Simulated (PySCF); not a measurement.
GeH₆O₂Si, SMILES [OH][GeH2][O][SiH3].

Coordinates come from a PBE0-D3(BJ)/def2-SVP optimisation. The structure was generated by enumeration, and PubChem lists no compound with its InChIKey, so it may never have been made. Other conformers were not sampled.

Calculation: PBE0-D3(BJ)/def2-SVP in PySCF 2.14.0.

Frequencies are harmonic and unscaled.

| mode | ν (cm⁻¹) | IR (km/mol) | moving atoms (share of kinetic energy) |
|---|---|---|---|
| 1 | 23 | 1.8 | O 57 %, H 24 %, Si 14 % |
| 2 | 70 | 0.3 | H 88 %, O 11 % |
| 3 | 101 | 1.6 | O 46 %, Si 28 %, H 20 % |
| 4 | 230 | 35.7 | H 53 %, O 33 %, Ge 13 % |
| 5 | 295 | 126.9 | H 47 %, O 43 %, Ge 9 % |
| 6 | 527 | 16.7 | O 32 %, Si 26 %, Ge 21 %, H 20 % |
| 7 | 568 | 44.1 | H 81 %, O 10 % |
| 8 | 679 | 7.3 | H 97 % |
| 9 | 720 | 27.6 | O 48 %, H 36 %, Ge 12 % |
| 10 | 729 | 117.1 | H 57 %, O 31 % |
| 11 | 743 | 97.3 | H 68 %, O 21 %, Si 9 % |
| 12 | 815 | 258.1 | H 88 % |
| 13 | 857 | 109.0 | H 96 % |
| 14 | 907 | 110.0 | H 89 %, O 9 % |
| 15 | 946 | 82.5 | H 96 % |
| 16 | 954 | 79.4 | H 96 % |
| 17 | 994 | 360.2 | H 82 %, Si 14 % |
| 18 | 1018 | 173.5 | O 72 %, H 18 %, Si 9 % |
| 19 | 2186 | 112.7 | H 99 % |
| 20 | 2207 | 49.2 | H 98 % |
| 21 | 2220 | 176.6 | H 97 % |
| 22 | 2228 | 112.9 | H 97 % |
| 23 | 2251 | 126.9 | H 97 % |
| 24 | 3906 | 80.8 | H 94 % |
